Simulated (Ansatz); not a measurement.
Spectroscopic constants of SF, multiplicity 2 (the spin of the measured ground state).

D_e counts from the fitted minimum to each atom's lowest state at the same level, without counterpoise.

Frozen-core correlation.

Run with Ansatz (a quantum-chemistry and plane-wave program). Each number belongs to the level named beside it.

```tsv
level	bond energy D_e (kJ/mol)
SVWN5/def2-TZVPP	491.2
PBE/def2-TZVPP	396.2
B97M-V/def2-TZVPP	355.8
B3LYP/def2-TZVPP	355.3
PBE0/def2-TZVPP	352.4
BHLYP/def2-TZVPP	?
CAM-B3LYP/def2-TZVPP	360.4
wB97X-V/def2-TZVPP	364.7
CCSD(T)/def2-QZVPP	?
```

### Question
Fill in the missing entries.

### Answer

- BHLYP/def2-TZVPP, bond energy D_e (kJ/mol): 306.1
- CCSD(T)/def2-QZVPP, bond energy D_e (kJ/mol): 342.7
